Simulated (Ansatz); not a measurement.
Consider the isomerisation: `O[Si]1(Cl)NCS1` → `N[Si]1(Cl)OCS1`.

Gas-phase electronic energies from Ansatz, PBE0-D4/def2-TZVP geometries. CBS: MP2 limit from def2 TZ/QZ plus the TZ coupled-cluster correction, frozen cores. One conformer a species, not always the lowest.

```tsv
level	ΔE (kcal/mol)
MP2/def2-TZVPP	1.9
CCSD(T)/def2-TZVPP	1.3
```

Task: What does CCSD(T)/CBS give? (Estimate.)

Result: The calculation gave: +1.7 kcal/mol. The listed levels differ from it by 0.2, -0.4 kcal/mol.

Largest T1 diagnostic among the species: 0.011.

CCSD(T)/CBS has its own doubt, a few kJ/mol and more with outer-core shells, so smaller differences from it don't rank the levels.
